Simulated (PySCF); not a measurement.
# Steps of a relaxation of Cs2O(H2O)2

Cs2O(H2O)2 (singlet; a saddle point, relaxed within its symmetry). PySCF 2.14.0, RKS BP86, Cs def2-SVP with ECP46, O def2-SVP, H def2-SVP; non-relativistic Hamiltonian with scalar-relativistic core potentials where named; density fitting; no spin-orbit coupling. Origin of the start: template. Columns: position (Å) and force (eV/Å). Energies are counted from the last step; some of the 11 steps are shown. Forces carry noise of the integration grid, about 0.01 to 0.03 eV/Å.

Run from Python with OMP_NUM_THREADS=2. Where DIIS fails, smearing, a level shift and second-order steps follow.
It took 39 s on 2 threads of Arm Neoverse V1, on a shared host, from the converged density of the start.

```xyz
9
step 0  E = 0.112 eV
Cs    0.0000    0.0000    2.5628     0.00    0.00   -0.51
Cs    0.0000    0.0000   -2.5628     0.00    0.00    0.51
O     0.0000    0.0000    0.0000     0.00    0.00    0.00
O     0.0000    0.0000    5.5428     0.00    0.00   -0.48
H     0.7700    0.0000    6.1328     0.27    0.00    0.40
H    -0.7700    0.0000    6.1328    -0.27    0.00    0.40
O     0.0000    0.0000   -5.5428     0.00    0.00    0.48
H     0.7700    0.0000   -6.1328     0.27    0.00   -0.40
H    -0.7700    0.0000   -6.1328    -0.27    0.00   -0.40
```

```xyz
9
step 3  E = 0.045 eV
Cs    0.0000    0.0000    2.5228     0.00    0.00   -0.17
Cs    0.0000    0.0000   -2.5228     0.00    0.00    0.17
O     0.0000    0.0000    0.0000     0.00    0.00    0.00
O     0.0000    0.0000    5.5923     0.00    0.00    0.59
H     0.7632    0.0000    6.2173    -0.13    0.00   -0.20
H    -0.7632    0.0000    6.2173     0.13    0.00   -0.20
O     0.0000    0.0000   -5.5923     0.00    0.00   -0.59
H     0.7632    0.0000   -6.2173    -0.13    0.00    0.20
H    -0.7632    0.0000   -6.2173     0.13    0.00    0.20
```

```xyz
9
step 7  E = 0.002 eV
Cs    0.0000    0.0000    2.4984     0.00    0.00    0.10
Cs    0.0000    0.0000   -2.4984     0.00    0.00   -0.10
O     0.0000    0.0000    0.0000     0.00    0.00    0.00
O     0.0000    0.0000    5.7710     0.00    0.00   -0.13
H     0.7671    0.0000    6.3766     0.02    0.00    0.08
H    -0.7671    0.0000    6.3766    -0.02    0.00    0.08
O     0.0000    0.0000   -5.7710     0.00    0.00    0.13
H     0.7671    0.0000   -6.3766     0.02    0.00   -0.08
H    -0.7671    0.0000   -6.3766    -0.02    0.00   -0.08
```

**Question.** Where does the relaxation end?

**Answer.** It converges at step 10 in D2h:
```xyz
9
step 10  E = 0
Cs    0.0000    0.0000    2.5166
Cs    0.0000    0.0000   -2.5166
O     0.0000    0.0000    0.0000
O     0.0000    0.0000    5.8368
H     0.7650    0.0000    6.4472
H    -0.7650    0.0000    6.4472
O     0.0000    0.0000   -5.8368
H     0.7650    0.0000   -6.4472
H    -0.7650    0.0000   -6.4472
```

**Question.** How did the contacts change?

**Answer.** 
```csv
contact,start (Å),end (Å)
Cs1–O3 (O),2.563,2.517
Cs1–O4 (H2O),2.980,3.320
Cs2–O7 (H2O),2.980,3.320
```
